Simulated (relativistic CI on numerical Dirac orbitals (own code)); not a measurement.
## What each ingredient does to the levels of Tb LIX

Base calculation: Dirac-Coulomb-Breit CI, separate exchange-only KLI orbitals for each configuration, model QED, unscaled Slater integrals.

Configurations in the expansion (outside the closed core 1s2): 2s²2p³, 2s2p⁴, 2p⁵, 2p⁴3s, 2p⁴3p, 2p⁴3d, 2s²2p²3s, 2s²2p²3p, 2s²2p²3d, 2s2p³3s, 2s2p³3p, 2s2p³3d, 2s²2p²4s, 2s²2p²4p, 2s²2p²4d, 2s²2p²4f, 2s2p³4s, 2s²2p3s², 2s2p³4p, 2s2p³4d, 2s2p³4f, 2s²2p3s3p, 2s²2p²5s, 2s²2p3s3d, 2s²2p²5p, 2s²2p3p², 2s²2p²5d, 2s²2p²5f, 2s²2p²5g, 2s²2p3p3d, 2s2p²3s², 2s²2p3d², 2s2p²3s3p, 2s2p²3s3d, 2s2p²3p², 2s2p³5s. Levels of other configurations are missing.

The lowest level and the first level of each name with at least 55 % of one term (blank where a level has no safe partner in the second run):

| Level | Base (eV) | Shift (eV) |
| --- | --- | --- |
| 2s²2p³ ²P°3/2 | 0.00 | 0.00 |
| 2s²2p³ ⁴S°3/2 | 760.01 | -1.35 |
| 2s²2p³ ²D°5/2 | 782.56 | -1.33 |
| 2s²2p³ ²P°1/2 | 824.91 | +1.21 |
| 2s2p⁴ ⁴P5/2 | 1044.73 | -1.79 |
| 2s2p⁴ ²S1/2 | 1134.19 | -1.68 |
| 2s2p⁴ ⁴P3/2 | 1828.51 | -1.91 |
| 2s2p⁴ ²D5/2 | 1866.93 | -1.64 |
| 2s2p⁴ ²P1/2 | 1918.85 | -1.46 |
| 2p⁵ ²P°3/2 | 2243.62 | -7.07 |
| 2p⁵ ²P°1/2 | 3029.62 | -3.91 |
| 2s²2p²3s ⁴P3/2 | 7522.92 | +1.53 |
| 2s²2p²3s ²P1/2 | 7531.97 | +1.13 |
| 2s²2p²3s ²D5/2 | 7542.01 | +1.16 |
| 2s²2p²3s ²D3/2 | 7547.80 | +1.39 |
| 2s²2p²3p ⁴D°3/2 | 7614.94 | +0.25 |
| 2s²2p²3p ²F°7/2 | 7856.87 | -0.17 |
| 2s²2p²3p ²D°5/2 | 7881.70 | -0.45 |
| 2s²2p²3d ⁴D1/2 | 7933.55 | -0.14 |
| 2s²2p²3d ²G9/2 | 8004.87 | -0.82 |
| 2s²2p²3d ²F7/2 | 8028.12 | -0.28 |

At this charge energies of transitions that change n are usually good to better than 1 %, and those within a shell (Δn = 0) to a few per cent.

Q: One thing was changed in a second run, which moved the levels as shown. Which?
A. configuration mixing switched off
B. only the first 3 configurations
C. Breit term removed
D. QED terms removed

A: A. Configuration mixing switched off. Without mixing, levels that were pushed by configurations of the same parity and J return to their single-configuration places.

LS names give the leading component of a level, which can be under half, so a name can repeat, a term be missing and a line seem to break the LS rules.
